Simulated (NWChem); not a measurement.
System: BeSiH₄SO; SMILES [SiH3][O][Be][SH]

```xyz
8

Be    -0.0377    -0.7806     0.0774
S     -0.0647    -2.6910     0.1269
H      1.2574    -2.7598    -0.2051
O     -0.0394     0.6401     0.0462
Si    -0.0105     2.3055    -0.0013
H     -0.8995     2.8021    -1.1083
H      1.3954     2.7804    -0.2484
H     -0.4956     2.8628     1.3088
```
Atoms are numbered in this order, from 1.

Program: NWChem. Pople sets run with spherical d functions. Geometry: optimised at PBE-D3(BJ)/def2-SVP. Vzz is the largest principal value of the second derivative of the potential at the nucleus (NWChem prints the opposite sign); η is the asymmetry. Non-relativistic.

What does the run give for CAM-B3LYP/6-31G*? Quantities: Vzz Be1 (a.u.); η Be1; Vzz S2 (a.u.); η S2; Vzz O4 (a.u.); η O4.


```json
{
  "Vzz Be1 (a.u.)": "-0.178",
  "η Be1": "0.17",
  "Vzz S2 (a.u.)": "1.834",
  "η S2": "0.77",
  "Vzz O4 (a.u.)": "0.689",
  "η O4": "0.12"
}
```
